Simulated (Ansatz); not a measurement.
`S[CH2][SbH2]` → `[CH2]` (triplet) + `[SH][SbH2]`  (formal loss of a carbene)

Calculated with Ansatz (gas phase, PBE0-D4/def2-TZVP geometries, no zero-point term in ΔE). CBS: MP2 limit from def2 TZ/QZ plus the TZ coupled-cluster correction, frozen cores. This one scheme is used for every species. Triplets are unrestricted, without spin–orbit coupling. def2 core potentials past Kr. For Sb outer-core shells are correlated without core-valence functions, which leaves a few kJ/mol of doubt a bond. One conformer a species, not always the lowest.

`S[CH2][SbH2]`:

Cartesian coordinates in Å:
```
S -1.384 -0.554 1.222
C 0.086 -0.470 0.187
Sb -0.332 0.871 -1.479
H -0.914 -1.400 2.156
H 0.321 -1.444 -0.244
H 0.944 -0.087 0.736
H 1.292 0.807 -2.016
H -0.012 2.277 -0.561
```

`[CH2]` (triplet):

Z-matrix (Å, degrees):
```
C
H 1 1.079
H 1 1.079 2 134.9
```

`[SH][SbH2]`:

```xyz
5

S     1.067    0.659    0.838
Sb   -0.402   -0.459   -0.737
H     2.153    0.465    0.075
H    -1.190   -1.395    0.458
H    -1.627    0.730   -0.634
```

| level | ΔE (kJ/mol) |
| --- | --- |
| SCS-MP2/def2-TZVPP | 357.5 |
| HF/def2-QZVPP | 192.4 |

What does CCSD(T)/CBS give? (Estimate.)

Computed: +351.7 kJ/mol. The listed levels differ from it by 5.8, -159.3 kJ/mol.

Largest T1 diagnostic among the species: 0.013.

In def2-TZVPP, CCSD(T) changes the Hartree–Fock value by +150.1 kJ/mol (the triples alone add +12.8 kJ/mol) and MP2 by +164.8 kJ/mol. From BLYP to BHLYP (50 % exact exchange), in def2-TZVPP and without D4, ΔE moves by −8.0 kJ/mol. The D4 term adds +12.0 kJ/mol with B3LYP and +6.3 kJ/mol with PBE0; it sums over pairs of atoms, weighted by their polarisabilities, and B3LYP, whose exchange is more repulsive, gets the larger term.

B3LYP here is the variant with VWN-RPA as its local correlation; programs differ in this.
